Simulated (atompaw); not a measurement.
# Ga PAW (atompaw): all-electron and pseudo phase curves

| Quantity | Value |
| --- | --- |
| Element | Ga (Z = 31) |
| Generator | atompaw 4.2.0.5 |
| Type | PAW |
| Functional | PBE |
| Relativity | scalar-relativistic |
| Frozen core | [Ar] 3d10 |
| Valence charge | 3 |
| Reference configuration | 4s2 4p0.5 (charge +0.5) |
| Partial waves | 4s (bound): rc 2.10 bohr; 4s channel at 0.4 Ry: rc 2.10 bohr; 4p (bound): rc 2.10 bohr; 4p channel at 0.9 Ry: rc 2.10 bohr |
| Local potential | troulliermartins scheme with l = 2 at 0 Ry, radius 2.05 bohr |
| Core correction | smooth core density matched at 1.20 bohr |
| Augmentation charge | sinc compensation charge, radius 2.00 bohr; PAW radius 2.10 bohr; waves and projectors: custom rrkj gramschmidtortho |

The phase is arctan(r·u′/u) with u = r·R(r), unwrapped; energies in Ry, scanned from -3 to 5 Ry. A pole is an energy at which the radial function vanishes at the test radius. The pseudo phase is shifted by a multiple of π to meet the all-electron one at the reference energy, and phase errors are pseudo minus all-electron; the curves can meet again beyond the range given. Levels narrower than the energy grid can be missing from the lists of poles.

```tsv
channel	radius (bohr)	reference energy (Ry)	poles, all-electron	poles, pseudo	unbroken range about the reference energy with phases within 0.05 rad	phase error 1 Ry above the reference energy (rad)
s	2.10	-0.91	1.78	1.78	the whole range	+0.000
p	2.10	-0.41	3.20	3.18	the whole range	-0.000
```

Note: ghost state, extra bound levels that the all-electron valence spectrum of the same l lacks: s at -306.0 eV. A true bound ghost makes a file unfit for plane-wave use.

Phases in the p channel:

```json
{"E (Ry)": "-3.00", "all-electron": "1.241", "pseudo": "1.240"}
{"E (Ry)": "-2.76", "all-electron": "1.221", "pseudo": "1.221"}
{"E (Ry)": "-2.52", "all-electron": "1.198", "pseudo": "1.198"}
{"E (Ry)": "-2.28", "all-electron": "1.171", "pseudo": "1.171"}
{"E (Ry)": "-2.04", "all-electron": "1.138", "pseudo": "1.138"}
{"E (Ry)": "-1.80", "all-electron": "1.097", "pseudo": "1.097"}
{"E (Ry)": "-1.56", "all-electron": "1.046", "pseudo": "1.046"}
{"E (Ry)": "-1.32", "all-electron": "0.978", "pseudo": "0.978"}
{"E (Ry)": "-1.08", "all-electron": "0.887", "pseudo": "0.887"}
{"E (Ry)": "-0.84", "all-electron": "0.759", "pseudo": "0.759"}
{"E (Ry)": "-0.60", "all-electron": "0.573", "pseudo": "0.573"}
{"E (Ry)": "-0.36", "all-electron": "0.305", "pseudo": "0.305"}
{"E (Ry)": "-0.12", "all-electron": "-0.050", "pseudo": "-0.050"}
{"E (Ry)": "0.12", "all-electron": "-0.429", "pseudo": "-0.429"}
{"E (Ry)": "0.36", "all-electron": "-0.743", "pseudo": "-0.743"}
{"E (Ry)": "0.60", "all-electron": "-0.965", "pseudo": "-0.965"}
{"E (Ry)": "0.84", "all-electron": "-1.118", "pseudo": "-1.118"}
{"E (Ry)": "1.08", "all-electron": "-1.226", "pseudo": "-1.226"}
{"E (Ry)": "1.32", "all-electron": "-1.305", "pseudo": "-1.305"}
{"E (Ry)": "1.56", "all-electron": "-1.365", "pseudo": "-1.365"}
{"E (Ry)": "1.80", "all-electron": "-1.412", "pseudo": "-1.412"}
{"E (Ry)": "2.04", "all-electron": "-1.450", "pseudo": "-1.451"}
{"E (Ry)": "2.28", "all-electron": "-1.482", "pseudo": "-1.483"}
{"E (Ry)": "2.52", "all-electron": "-1.510", "pseudo": "-1.510"}
{"E (Ry)": "2.76", "all-electron": "-1.534", "pseudo": "-1.534"}
{"E (Ry)": "3.00", "all-electron": "-1.555", "pseudo": "-1.556"}
{"E (Ry)": "3.24", "all-electron": "-1.574", "pseudo": "-1.576"}
{"E (Ry)": "3.48", "all-electron": "-1.592", "pseudo": "-1.594"}
{"E (Ry)": "3.72", "all-electron": "-1.609", "pseudo": "-1.612"}
{"E (Ry)": "3.96", "all-electron": "-1.625", "pseudo": "-1.629"}
{"E (Ry)": "4.20", "all-electron": "-1.641", "pseudo": "-1.645"}
{"E (Ry)": "4.44", "all-electron": "-1.657", "pseudo": "-1.663"}
{"E (Ry)": "4.68", "all-electron": "-1.672", "pseudo": "-1.680"}
{"E (Ry)": "4.92", "all-electron": "-1.688", "pseudo": "-1.699"}
```
